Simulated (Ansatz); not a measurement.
Coupled-cluster run, C4H11In, SMILES `C[C](C)(C)[InH2]`.

```yaml
crystal:
  periodic: [false, false, false]
  atoms:
    - {symbol: C, position_ang: [0.145945, 0.911005, -1.259997]}
    - {symbol: C, position_ang: [0.029713, -0.011586, -0.055830]}
    - {symbol: C, position_ang: [1.379503, -0.114269, 0.645626]}
    - {symbol: C, position_ang: [-0.412094, -1.398226, -0.505233]}
    - {symbol: In, position_ang: [-1.417172, 0.771574, 1.396058]}
    - {symbol: H, position_ang: [0.466033, 1.918427, -0.979655]}
    - {symbol: H, position_ang: [0.888560, 0.517848, -1.970489]}
    - {symbol: H, position_ang: [-0.799728, 1.005645, -1.801554]}
    - {symbol: H, position_ang: [1.345852, -0.774835, 1.517462]}
    - {symbol: H, position_ang: [1.755218, 0.860221, 0.974224]}
    - {symbol: H, position_ang: [2.131743, -0.528504, -0.042795]}
    - {symbol: H, position_ang: [-0.507948, -2.094073, 0.333242]}
    - {symbol: H, position_ang: [0.327821, -1.824662, -1.199388]}
    - {symbol: H, position_ang: [-1.369636, -1.378828, -1.035250]}
    - {symbol: H, position_ang: [-2.064897, 2.374383, 1.257242]}
    - {symbol: H, position_ang: [-1.898921, -0.234120, 2.726327]}
basis:
  gaussian: {orbitals: def2-SVP}
correlation: {method: ccsd_t}
```

```sh
$ ansatz run in.yaml --threads 4 --pin off --events-out ev --progress --plain --max-ram 11315MiB
```

Log, shortened:

```
Functional definition: HF
1488 factors; integrals over basis functions are off by at most 1.5e-3 eV
mean field evaluation 1: about -9436.5468 eV, gradient 3.4e1 eV
mean field evaluation 2: about -9436.5581 eV, gradient 3.4e1 eV
mean field evaluation 4: about -9440.1681 eV, gradient 4.4e0 eV
mean field evaluation 8: about -9440.2363 eV, gradient 2.3e-4 eV
mean field -9440.23628123 eV, -346.9222845133 hartree, gradient 2.6e-6 eV, S^2 0.000000; 0 other end points of the search recorded, 0 dependent functions left out
8 core orbitals not correlated: weight in the atoms' cores, before any rotation towards them, 1.000 or more for the frozen orbitals, at most 0.000 for the correlated occupied ones
reference -9440.23628123 eV, -346.9222845133 hartree; 20, 20 occupied and 109, 109 virtual orbitals, 1488 factors
second order -18.60745667 eV of doubles, -0.00000000 eV of singles
cycle   1  -19.84530680 eV  change    -1.2e0 eV  update   9.7e-2
cycle   2  -20.44908875 eV  change   -6.0e-1 eV  update   3.0e-2
cycle   3  -20.52898152 eV  change   -8.0e-2 eV  update   1.0e-2
cycle   4  -20.52840992 eV  change    5.7e-4 eV  update   2.9e-3
cycle   5  -20.52845406 eV  change   -4.4e-5 eV  update   9.1e-4
cycle   6  -20.52825491 eV  change    2.0e-4 eV  update   3.0e-4
cycle   7  -20.52815039 eV  change    1.0e-4 eV  update   1.1e-4
cycle   8  -20.52814362 eV  change    6.8e-6 eV  update   3.8e-5
perturbative correction -0.64116465 eV, -0.0235623663 hartree
Total energy: -9461.40558951 eV, -347.7002422434 hartree
```

Hardware: 4 threads of an Arm Neoverse V1 on a shared host. Wall time 29 s, peak host memory 1.1 GiB.

MP2 recovers 87.9 % of the CCSD(T) correlation energy and the triples give 3.0 %; T1 = 0.0085.
